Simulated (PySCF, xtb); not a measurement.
Cl3Tl, SMILES [Cl][Tl]([Cl])[Cl].

xtb with GFN2-xTB at its own geometry gives an orbital gap of 1.89 eV and a dipole moment of 0.00 D.

Coordinates come from a B3LYP-D3(BJ)/def2-SVP optimisation. The def2 effective core potentials stand for the cores of Tl; spin–orbit coupling is left out.

Q: What does HF/def2-TZVPD run with PySCF give? (Estimate from the structure and the level; the computed values follow.)

A: gap 11.46 eV (levels -12.52 and -1.06 eV), dipole 0.00 D.
